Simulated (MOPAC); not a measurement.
A run for MOPAC: PM6 on C2H5Al (SMILES C=[CH][AlH2]), a point of a bond scan (R = 1.634 Å).

```
PM6 1SCF PRECISE CHARGE=0 THREADS=1
C2H5Al

Al    -0.13640480 1     0.16293037 1     1.16257739 1
H     -0.81514489 1     1.59101670 1     1.21761631 1
H      0.17826312 1    -0.64444815 1     2.48571591 1
C      0.29151772 1    -0.55237827 1    -0.58963342 1
C      0.01802875 1     0.14494252 1    -1.69877918 1
H      0.99341392 1    -2.01262308 1    -0.80027169 1
H      0.24169125 1    -0.21989595 1    -2.69843926 1
H     -0.44827436 1     1.12572183 1    -1.65786457 1
```

Output:

```
*******************************************************************************
 **                                                                           **
 **                              MOPAC v23.2.5                                **
 **                                                                           **
 *******************************************************************************
 ** MOPAC's Digital Object Identifier: https://doi.org/10.5281/zenodo.6511958 **
 **                                                                           **
 ** Please cite the open-source release paper for use of this MOPAC version:  **
 ** J. E. Moussa and J. J. P. Stewart (2026)                                  **
 ** MOPAC: An open-source semiempirical molecular orbital program             **
 ** J. Open Source Softw., 11(119), 8025, https://doi.org/10.21105/joss.08025 **
 *******************************************************************************

                              PM6 CALCULATION RESULTS

 *******************************************************************************
 *  PM6        - The PM6 Hamiltonian to be used
 *
 *
 *
 *                 CHARGE ON SYSTEM = 0
 *
 *
 *
 *  PRECISE    - TIGHTER CRITERIA TO BE USED
 *  1SCF       - DO 1 SCF AND THEN STOP
 *  THREADS=1  - MULTI-THREADING NOT USED
 *  T=         - A TIME OF 172800.0 SECONDS REQUESTED
 *  DUMP=N     - RESTART FILE WRITTEN EVERY 7200.0 SECONDS REQUESTED
 *******************************************************************************
PM6 1SCF PRECISE CHARGE=0 THREADS=1
 C2H5Al

   ATOM   CHEMICAL          X               Y               Z
  NUMBER   SYMBOL      (ANGSTROMS)     (ANGSTROMS)     (ANGSTROMS)

     1      Al         -0.13640480  *   0.16293037  *   1.16257739  *
     2       H         -0.81514489  *   1.59101670  *   1.21761631  *
     3       H          0.17826312  *  -0.64444815  *   2.48571591  *
     4       C          0.29151772  *  -0.55237827  *  -0.58963342  *
     5       C          0.01802875  *   0.14494252  *  -1.69877918  *
     6       H          0.99341392  *  -2.01262308  *  -0.80027169  *
     7       H          0.24169125  *  -0.21989595  *  -2.69843926  *
     8       H         -0.44827436  *   1.12572183  *  -1.65786457  *



          CARTESIAN COORDINATES

    NO.       ATOM           X           Y           Z

     1        Al         -0.1364      0.1629      1.1626
     2         H         -0.8151      1.5910      1.2176
     3         H          0.1783     -0.6444      2.4857
     4         C          0.2915     -0.5524     -0.5896
     5         C          0.0180      0.1449     -1.6988
     6         H          0.9934     -2.0126     -0.8003
     7         H          0.2417     -0.2199     -2.6984
     8         H         -0.4483      1.1257     -1.6579

 General Reference for PM6:
 "Optimization of Parameters for Semiempirical Methods V: Modification of NDDO Approximations
 and Application to 70 Elements", J. J. P. Stewart, J. Mol. Mod., 13, 1173-1213 (2007)
 URL: https://link.springer.com/article/10.1007/s00894-007-0233-4

           Empirical Formula: C2 H5 Al  =     8 atoms



      MOLECULAR POINT GROUP   :   Cs


      RHF CALCULATION, NO. OF DOUBLY OCCUPIED LEVELS = 8


 -------------------------------------------------------------------------------
 PM6 1SCF PRECISE CHARGE=0 THREADS=1
 C2H5Al



     1SCF WAS SPECIFIED, SO BFGS WAS NOT USED
     SCF FIELD WAS ACHIEVED


                              PM6 CALCULATION
                                                       MOPAC v23.2.5 Linux




          FINAL HEAT OF FORMATION =        130.05158 KCAL/MOL =     544.13580 KJ/MOL


          COSMO AREA              =        113.59 SQUARE ANGSTROMS
          COSMO VOLUME            =        100.41 CUBIC ANGSTROMS

          IONIZATION POTENTIAL    =          9.814779 EV
          HOMO LUMO ENERGIES (EV) =         -9.815  0.500
          NO. OF FILLED LEVELS    =          8
          MOLECULAR WEIGHT        =         56.0430         POINT GROUP:  Cs

          MOLECULAR DIMENSIONS (Angstroms)

            Atom       Atom       Distance
            H     7    H     3     5.20190
            H     6    H     2     4.15993
           Al     1    C     4     0.00000


          SCF CALCULATIONS        =          1





   ATOM   CHEMICAL          X               Y               Z
  NUMBER   SYMBOL      (ANGSTROMS)     (ANGSTROMS)     (ANGSTROMS)

     1      Al         -0.13640480  *   0.16293037  *   1.16257739  *
     2       H         -0.81514489  *   1.59101670  *   1.21761631  *
     3       H          0.17826312  *  -0.64444815  *   2.48571591  *
     4       C          0.29151772  *  -0.55237827  *  -0.58963342  *
     5       C          0.01802875  *   0.14494252  *  -1.69877918  *
     6       H          0.99341392  *  -2.01262308  *  -0.80027169  *
     7       H          0.24169125  *  -0.21989595  *  -2.69843926  *
     8       H         -0.44827436  *   1.12572183  *  -1.65786457  *

                             CARTESIAN COORDINATES

   1   Al       -0.136404800     0.162930370     1.162577390
   2    H       -0.815144890     1.591016700     1.217616310
   3    H        0.178263120    -0.644448150     2.485715910
   4    C        0.291517720    -0.552378270    -0.589633420
   5    C        0.018028750     0.144942520    -1.698779180
   6    H        0.993413920    -2.012623080    -0.800271690
   7    H        0.241691250    -0.219895950    -2.698439260
   8    H       -0.448274360     1.125721830    -1.657864570


           Empirical Formula: C2 H5 Al  =     8 atoms



      MOLECULAR POINT GROUP   :   Cs


                  EIGENVALUES
 -25.35803 -18.13007 -15.35259 -14.06120 -12.20406 -11.36552 -10.14257  -9.81478
   0.49961   2.25049   2.40545   3.84157   5.24457   5.78757   6.41353   6.48291
   6.96320 108.07991 108.16413 108.46106 109.92335 110.01114


              NET ATOMIC CHARGES AND DIPOLE CONTRIBUTIONS

  ATOM NO.   TYPE          CHARGE      No. of ELECS.   s-Pop       p-Pop       d-Pop
    1         Al           0.370134        2.6299     1.07605     1.52451     0.02930
    2          H          -0.084593        1.0846     1.08459
    3          H          -0.081687        1.0817     1.08169
    4          C          -0.324376        4.3244     1.25786     3.06651
    5          C          -0.311504        4.3115     1.12034     3.19116
    6          H           0.156821        0.8432     0.84318
    7          H           0.134303        0.8657     0.86570
    8          H           0.140902        0.8591     0.85910
 DIPOLE           X         Y         Z       TOTAL
 POINT-CHG.     0.138    -0.356     0.592     0.704
 HYBRID         0.020     0.025    -0.631     0.631
 SUM            0.159    -0.331    -0.039     0.369


          ATOMIC ORBITAL ELECTRON POPULATIONS

     Atom    s        px        py        pz      x^2-y^2     xz        z^2       yz        xy
    1 Al   1.07605   0.17507   0.64329   0.70615   0.00236   0.00363   0.01112   0.00882   0.00338
    2  H   1.08459
    3  H   1.08169
    4  C   1.25786   0.95049   1.02255   1.09347
    5  C   1.12034   1.04300   1.08535   1.06282
    6  H   0.84318
    7  H   0.86570
    8  H   0.85910

 **********************
 *                    *
 * JOB ENDED NORMALLY *
 *                    *
 **********************




 == MOPAC DONE ==
```

The run finished.

Cost: roughly 0.03 core-seconds.
